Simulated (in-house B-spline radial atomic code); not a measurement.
Response of P3+ as one setting changes: the share of exact exchange in a PBE hybrid. A dash marks a strongly mixed or unbound state. Computed with an all-electron radial atomic-structure program (B-spline basis): linear response of the closed shell [Ne] 3s2 with the functional's adiabatic kernel; non-relativistic, point nucleus, no spin-orbit coupling, no double excitations, S, P, D and F terms only.

| share of exact exchange in a PBE hybrid | lowest 1P (eV) | lowest 3P, Tamm-Dancoff (eV) | minus highest occupied level (eV) | α (bohr³) |
| --- | --- | --- | --- | --- |
| 0 | 3s → 3p 12.961 | 3s → 3p 8.089 | 45.50 | 6.685 |
| 0.1 | 3s → 3p 12.919 | 3s → 3p 8.027 | 46.04 | 6.742 |
| 0.2 | ? | ? | ? | ? |
| 0.3 | 3s → 3p 12.833 | 3s → 3p 7.905 | 47.12 | 6.858 |
| 0.4 | 3s → 3p 12.789 | 3s → 3p 7.844 | 47.65 | 6.918 |
| 0.5 | ? | ? | ? | ? |
| 0.6 | 3s → 3p 12.700 | 3s → 3p 7.722 | 48.72 | 7.041 |
| 0.7 | 3s → 3p 12.655 | 3s → 3p 7.662 | 49.25 | 7.105 |
| 0.8 | 3s → 3p 12.610 | 3s → 3p 7.601 | 49.78 | 7.169 |
| 0.9 | 3s → 3p 12.563 | 3s → 3p 7.541 | 50.30 | 7.235 |
| 1 | 3s → 3p 12.517 | 3s → 3p 7.481 | 50.83 | 7.302 |

Q: What belongs in the row for 0.5?

A: lowest 1P (eV): 3s → 3p 12.745; lowest 3P, Tamm-Dancoff (eV): 3s → 3p 7.783; minus highest occupied level (eV): 48.18; α (bohr³): 6.979.

Q: What belongs in the row for 0.2?

A: lowest 1P (eV): 3s → 3p 12.876; lowest 3P, Tamm-Dancoff (eV): 3s → 3p 7.966; minus highest occupied level (eV): 46.58; α (bohr³): 6.8.
